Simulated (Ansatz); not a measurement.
System: H2N (cation, charge +1), triplet: symmetric bend, bond length relaxed. Scanned: H-N-H angle. Other coordinates (N-H bond length) were minimised at PBE0/def2-TZVP.

Levels of theory: UKS-PBE/def2-SVP = unrestricted PBE/def2-SVP (Ansatz, an electronic-structure program); UKS-CAM-B3LYP/def2-SVP = unrestricted CAM-B3LYP/def2-SVP run with Ansatz; FCI/def2-SVP = full CI/def2-SVP, frozen core in Ansatz.

Energies relative to the lowest point of each profile, in eV; the last columns give the error against full CI:

```
a / °   UKS-PBE/def2-SVP  UKS-CAM-B3LYP/def2-SVP  FCI/def2-SVP  UKS-PBE/def2-SVP − FCI/def2-SVP  UKS-CAM-B3LYP/def2-SVP − FCI/def2-SVP
------  ----------------  ----------------------  ------------  -------------------------------  -------------------------------------
168.88             0.007                   0.007         0.024                           -0.017                                 -0.018
158.08             0.000                   0.000         0.005                           -0.005                                 -0.005
150.42             0.005                   0.006         0.000                            0.005                                  0.006
140.68             0.041                   0.044         0.023                            0.018                                  0.021
130.05             0.140                   0.149         0.113                            0.027                                  0.036
118.25             0.354                   0.374         0.326                            0.028                                  0.048
109.04             0.616                   0.648         0.594                            0.022                                  0.054
99                 1.016                   1.065         1.008                            0.008                                  0.057
91.19              1.421                   1.487         1.429                           -0.007                                  0.058
77.57                  —                       —         2.401                                —                                      —
```

UKS-PBE/def2-SVP is furthest from FCI/def2-SVP at 118.25 (0.028 eV, above); its mean absolute error over the points is 0.015 eV.

UKS-CAM-B3LYP/def2-SVP is furthest from FCI/def2-SVP at 91.19 (0.058 eV, above); its mean absolute error over the points is 0.034 eV.

A dash means that the run gave no value there, or that the column was ended at a point which the program doubted or which failed a test of continuity chosen for this set; such a test can also cut sound points.

The scan ran from 180.0 to 60.0; beyond the range shown the relaxed coordinates jump or full CI changes its symmetry label.
